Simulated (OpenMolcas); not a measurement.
**Pt2+ in KMgF3: curves along the breathing mode**

Pt2+ with its 6 nearest fluoride ions, on the Mg site of KMgF3 (a = 3.973 Å, distance in the model lattice 1.986 Å). The rest of the host is ab initio model potentials to 7.6 Å, with orthogonalisation functions on the cations behind the ligands, and point charges beyond; the distance is set by hand and nothing relaxes. Ligand basis ANO-RCC-VDZP.

- Program: OpenMolcas
- Method: CASSCF
- Basis: ANO-RCC-VDZP [7s6p4d2f]
- Scalar Hamiltonian: DKH2, point nucleus
- Active space: 8 electrons in 5 orbitals (5d)
- State averaging: 2S+1 = 3 even, 10 roots; 2S+1 = 1 even, 15 roots
- Spin-orbit coupling: state interaction with AMFI integrals over the reference wave functions

Spin-free energies (labels of O, the rotations of Oh) in cm-1 above the lowest fitted minimum, as all ligands move together:

```json
{"R (Å)": "1.93", "3A2": "24480", "1E": "36830", "3T2": "53930", "1A1": "47440", "3T1": "62310", "1T2": "65720", "1T1": "69090"}
{"R (Å)": "1.976", "3A2": "12420", "1E": "24830", "3T2": "38640", "1A1": "35290", "3T1": "46920", "1T2": "50530", "1T1": "53930"}
{"R (Å)": "2.021", "3A2": "4760", "1E": "17220", "3T2": "28190", "1A1": "27510", "3T1": "36340", "1T2": "40160", "1T1": "43590"}
{"R (Å)": "2.067", "3A2": "740", "1E": "13220", "3T2": "21640", "1A1": "23320", "3T1": "29620", "1T2": "33680", "1T1": "37140"}
{"R (Å)": "2.112", "3A2": "230", "1E": "12730", "3T2": "18940", "1A1": "22610", "3T1": "26720", "1T2": "31030", "1T1": "34530"}
{"R (Å)": "2.158", "3A2": "3060", "1E": "15560", "3T2": "19790", "1A1": "25220", "3T1": "27340", "1T2": "31920", "1T1": "35460"}
{"R (Å)": "2.203", "3A2": "9080", "1E": "21580", "3T2": "24100", "1A1": "31000", "3T1": "31380", "1T2": "36250", "1T1": "39850"}
```

Cubic fits give the following; the wavenumber is harmonic, with the mass of all moving ligands, small differences in it between states hang on the degree of the fit, a number in brackets counts states of one label, and the table is a selection of at most 14 states with clean curves.

| State | R0 (Å) | Breathing mode (cm-1) | Minimum (cm-1) |
| --- | --- | --- | --- |
| 3A2 | 2.096 | 699 | 0 |
| 1E | 2.095 | 698 | 12490 |
| 3T2 | 2.123 | 711 | 18830 |
| 1A1 | 2.098 | 695 | 22450 |
| 3T1 | 2.126 | 705 | 26550 |
| 1T2 | 2.122 | 710 | 30930 |
| 1T1 | 2.122 | 710 | 34440 |
| 3T1(2) | 2.144 | 725 | 40720 |
| 1E(2) | 2.146 | 720 | 50290 |
| 1T2(2) | 2.146 | 720 | 50510 |
| 1A1(2) | 2.142 | 723 | 69840 |

The minimum of 3T2 is shifted by +0.0274 Å against 3A2 (from the unrounded fits). With M = 114.0 u for the moving shell, the Huang-Rhys factor in this mode is S = M ω ΔR² / 2ħ = 0.01483 × 114.0 × 699 × 0.0274² = 0.89. Only the first shell moves, against a rigid host.

Without dynamic correlation the repulsion within the d shell is too large (B by tens of per cent), so at a given field states of lower spin stand too high. Real 4d8 and 5d8 ions are as a rule square planar and diamagnetic. With metal d orbitals alone the field can be off either way by tens of per cent. Ligand-to-metal charge-transfer states are missing. With no ligand orbital active B as a rule stays too high, so bands that hang on it stand too high and its fall with covalency is understated. The least metal-like active orbital is 81 % on the metal (Löwdin) and no ligand orbital is active, so the numbers are rough (holds for R = 1.93). The least metal-like active orbital is 83 % on the metal (Löwdin) and no ligand orbital is active, so the numbers are rough (holds for R = 1.976). The least metal-like active orbital is 84 % on the metal (Löwdin) and no ligand orbital is active, so the numbers are rough (holds for R = 2.021). The least metal-like active orbital is 85 % on the metal (Löwdin) and no ligand orbital is active, so the numbers are rough (holds for R = 2.067). No measured value stands beside these numbers.
